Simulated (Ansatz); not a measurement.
Al6N⁻, relaxed as a singlet with RKS PBE0-D4/def2-SVPD in Ansatz, starting from the GFN2-xTB geometry. Force threshold 0.02 eV/Å.

The restricted singlet is unstable towards broken spin symmetry in Hartree–Fock (as tested in another run); at PBE0-D4/def2-SVPD this wasn't settled. The structure comes from a short search, and lower isomers may exist.

Start:

```xyz
7

N     0.0767   -1.0752   -0.5139
Al    0.7013    1.7639   -0.4348
Al    1.7632   -0.5617    0.1318
Al   -1.6806    0.8467    0.0298
Al    0.1792    0.6452    1.8286
Al   -0.1683   -0.0611   -2.0363
Al   -0.8714   -1.5577    0.9949
```

```json
{"step": "1", "energy (eV)": "-41039.5687", "largest force component (eV/Å)": "1.375", "SCF passes": "24"}
{"step": "2", "energy (eV)": "-41040.2762", "largest force component (eV/Å)": "0.954", "SCF passes": "36"}
{"step": "3", "energy (eV)": "-41040.7135", "largest force component (eV/Å)": "0.831", "SCF passes": "29"}
{"step": "4", "energy (eV)": "-41040.8892", "largest force component (eV/Å)": "0.324", "SCF passes": "28"}
{"step": "5", "energy (eV)": "-41040.9520", "largest force component (eV/Å)": "0.183", "SCF passes": "25"}
{"step": "6", "energy (eV)": "-41041.0253", "largest force component (eV/Å)": "0.149", "SCF passes": "28"}
{"step": "7", "energy (eV)": "-41041.1450", "largest force component (eV/Å)": "0.214", "SCF passes": "26"}
{"step": "8", "energy (eV)": "-41041.2399", "largest force component (eV/Å)": "0.492", "SCF passes": "28"}
{"step": "9", "energy (eV)": "-41041.2789", "largest force component (eV/Å)": "0.355", "SCF passes": "27"}
{"step": "10", "energy (eV)": "-41041.3161", "largest force component (eV/Å)": "0.164", "SCF passes": "22"}
{"step": "11", "energy (eV)": "-41041.3316", "largest force component (eV/Å)": "0.050", "SCF passes": "22"}
{"step": "12", "energy (eV)": "-41041.3335", "largest force component (eV/Å)": "0.013", "SCF passes": "23"}
{"step": "13", "energy (eV)": "-41041.3335", "largest force component (eV/Å)": "0.010", "SCF passes": "17"}
{"step": "14", "energy (eV)": "-41041.3338", "largest force component (eV/Å)": "0.022", "SCF passes": "25"}
{"step": "15 (rejected)", "energy (eV)": "-41041.3069", "largest force component (eV/Å)": "0.444", "SCF passes": "27"}
{"step": "16", "energy (eV)": "-41041.3341", "largest force component (eV/Å)": "0.033", "SCF passes": "25"}
{"step": "17", "energy (eV)": "-41041.3412", "largest force component (eV/Å)": "0.126", "SCF passes": "28"}
{"step": "18", "energy (eV)": "-41041.3454", "largest force component (eV/Å)": "0.154", "SCF passes": "23"}
{"step": "19 (rejected)", "energy (eV)": "-41041.3296", "largest force component (eV/Å)": "0.342", "SCF passes": "29"}
{"step": "20", "energy (eV)": "-41041.3606", "largest force component (eV/Å)": "0.170", "SCF passes": "27"}
{"step": "21", "energy (eV)": "-41041.3615", "largest force component (eV/Å)": "0.089", "SCF passes": "24"}
{"step": "22", "energy (eV)": "-41041.3685", "largest force component (eV/Å)": "0.036", "SCF passes": "24"}
{"step": "23", "energy (eV)": "-41041.3688", "largest force component (eV/Å)": "0.037", "SCF passes": "25"}
{"step": "24", "energy (eV)": "-41041.3690", "largest force component (eV/Å)": "0.012", "SCF passes": "25"}
```

Force components are those of the run's own axes.

End:

Cartesian coordinates in Å:
```
N -0.369 -0.112 -0.142
Al 0.679 1.592 -1.111
Al 1.825 -0.190 0.329
Al -1.443 1.464 0.390
Al -0.054 0.027 2.056
Al -0.045 -0.810 -1.938
Al -0.592 -1.971 0.416
```

Bonds lost: Al2–Al5, Al4–Al6, Al4–Al7 (atoms count from 1). Bonds formed: N1–Al2, N1–Al4, N1–Al5 (atoms count from 1). Metal–metal contacts that move far: Al6–Al7 3.45 to 2.68 Å.

The force fell under the threshold at step 12, but the optimiser went on and released 0.036 eV more. No frequencies were taken in this run, so the end may be a saddle point.

It took 80 s on 4 threads of Arm Neoverse V2 on a shared host.
